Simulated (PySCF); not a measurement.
**Germanium: a sound run and one with changed settings**

Sound run: Ge [Ar] 3d10 4s2 4p2, Ge+ [Ar] 3d10 4s2 4p1. Computed with PySCF 2.14 in aug-cc-pVDZ-DK (6s5p3d, 36 functions), with the spin-free X2C one-electron Hamiltonian (Gaussian nucleus). In the sound run the correlated levels freeze [Ar] 3d10. The sound run starts from symmetry-adapted Hartree-Fock orbitals and uses a fine grid where one is needed.

Changed run: the non-relativistic Hamiltonian (point nucleus). This setting is unsound on purpose.

```tsv
species	method	sound run (hartree)	changed run (hartree)	converged
Ge	UHF	-2096.95964	-2063.36994	yes
Ge	TPSS	-2098.59891	-2065.01111	yes
Ge	r2SCAN	-2098.60717	-2065.01833	yes
Ge	MP2	-2097.00059	-2063.41134	yes
Ge	CCSD(T)	-2097.01755	-2063.42898	yes
Ge+	UHF	-2096.68721	-2063.09604	yes
Ge+	TPSS	-2098.30846	-2064.71911	yes
Ge+	r2SCAN	-2098.31082	-2064.72061	yes
Ge+	MP2	-2096.71839	-2063.12766	yes
Ge+	CCSD(T)	-2096.73388	-2063.14393	yes
```

Ionisation energy of Ge:

| method | sound run (eV) | changed run (eV) |
| --- | --- | --- |
| UHF | 7.413 | 7.453 |
| TPSS | 7.904 | 7.946 |
| r2SCAN | 8.064 | 8.101 |
| MP2 | 7.679 | 7.719 |
| SCS-MP2 | 7.609 | 7.650 |
| CCSD | 7.707 | 7.744 |
| CCSD(T) | 7.719 | 7.757 |

Most of the change in total energy is the relativistic energy itself. On top of that the contraction fixes the core shape for the Hamiltonian it was made with, so the changed run is not a good calculation with the other Hamiltonian either.

For comparison, NIST gives 7.899 eV between the lowest levels.
